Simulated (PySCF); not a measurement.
## How methods differ on the ionisation energy of Fe⁴⁺

Fe⁴⁺ [Ar] 3d4 (5D) → Fe⁵⁺ [Ar] 3d3 (4F), as a difference of total energies. Computed with PySCF 2.14 in an uncontracted even-tempered set (21 s from 0.13 bohr⁻², ratio 2.5; 14 p from 0.17 bohr⁻², ratio 2.5; 10 d from 0.17 bohr⁻², ratio 2.5; 5 f from 0.97 bohr⁻², ratio 2.7; 4 g from 1.4 bohr⁻², ratio 2.7), with the spin-free X2C one-electron Hamiltonian (Gaussian nucleus). Correlated levels: outer shells: [Ne] frozen; virtual orbitals above 40 to 60 times the deepest correlated orbital energy dropped. The calculations carry no spin-orbit coupling.

| method | ionisation energy (eV) |
| --- | --- |
| UHF | 74.166 |
| LDA | 76.074 |
| PBE | 75.576 |
| PBE0 | 75.542 |
| r2SCAN | 75.236 |
| MP2 (outer shells) | 75.442 |
| SCS-MP2 (outer shells) | 75.026 |

**Question.** How much does correlation contribute at MP2 (outer shells)?

**Answer.** 75.442 − (74.166) = 1.276 eV, measured against UHF.

A first-order spin-orbit estimate (lowest level to lowest level, LS coupling) adds -0.047 eV.

For comparison: 75 ± 0.15 eV (semi-empirical (NIST evaluation); NIST Atomic Spectra Database, ionization energies).
